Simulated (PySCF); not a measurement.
## Basis and Hamiltonian dependence of the electron affinity of V

V⁻ [Ar] 3d4 4s2 (5D) → V [Ar] 3d3 4s2 (4F). All values are computed (PySCF 2.14, energy differences of UHF-based or UKS calculations, no spin-orbit coupling). Values in eV.

```tsv
basis	Hamiltonian	functions	UHF	LDA	PBE0	MP2 (valence)	CCSD(T) (valence)	CCSD(T) (valence and next inner shell)
aug-cc-pVDZ	non-relativistic	59	-0.450	1.679	0.964	-0.013	0.326	n/a
aug-cc-pVDZ-DK	spin-free X2C	59	-0.619	1.545	0.816	-0.176	0.185	n/a
ANO-RCC-VTZP	spin-free X2C	59	-0.804	1.485	0.749	-0.112	0.105	0.331
def2-TZVPPD	non-relativistic	67	-0.946	1.520	0.780	-0.137	0.098	0.326
x2c-TZVPPall with one added diffuse shell each of s, p, d, f type	spin-free X2C	80	-0.673	1.565	0.803	-0.165	0.169	0.389
aug-cc-pVTZ-DK	spin-free X2C	93	-0.635	1.567	0.806	-0.208	0.174	n/a
def2-QZVPPD	non-relativistic	93	-0.719	1.642	0.891	-0.012	0.233	0.474
aug-cc-pVTZ	non-relativistic	93	-0.466	1.708	0.957	-0.045	0.312	n/a
dyall-av2z	non-relativistic	101	-0.428	1.701	0.964	-0.051	0.290	n/a
x2c-QZVPPall with one added diffuse shell each of s, p, d, f, g type	spin-free X2C	121	-0.642	1.575	0.812	-0.198	n/a	n/a
aug-cc-pwCVTZ-DK	spin-free X2C	127	-0.642	1.567	0.806	-0.203	n/a	n/a
aug-cc-pwCVTZ	non-relativistic	127	-0.474	1.709	0.958	-0.039	n/a	n/a
aug-cc-pVQZ-DK	spin-free X2C	140	-0.634	1.566	0.802	-0.209	n/a	n/a
```

Extrapolation of MP2 (valence) from aug-cc-pVTZ-DK and aug-cc-pVQZ-DK: the correlation parts are 0.427 and 0.425 eV; with the X⁻³ form and unrounded values, (4³ × 0.425 − 3³ × 0.427)/(4³ − 3³) = 0.424 eV, and adding the Hartree-Fock value -0.634 eV of the larger basis gives -0.210 eV.

Frozen in the all-electron rows: valence: [Ar]; valence and next inner shell: [Ne].

At UHF, def2-TZVPPD lies more than 0.3 eV from the median of the rows with comparable relativity.

Non-relativistic rows lack the scalar-relativistic shift.

In most of these bases the highest occupied level of the anion is positive at UHF, LDA, PBE0, so the basis helps to hold the electron.

Between the lowest levels the reference is 0.528 eV (measured; photodetachment measurements, as compiled on the Wikipedia data page of electron affinities); it includes spin-orbit coupling, which these numbers lack.
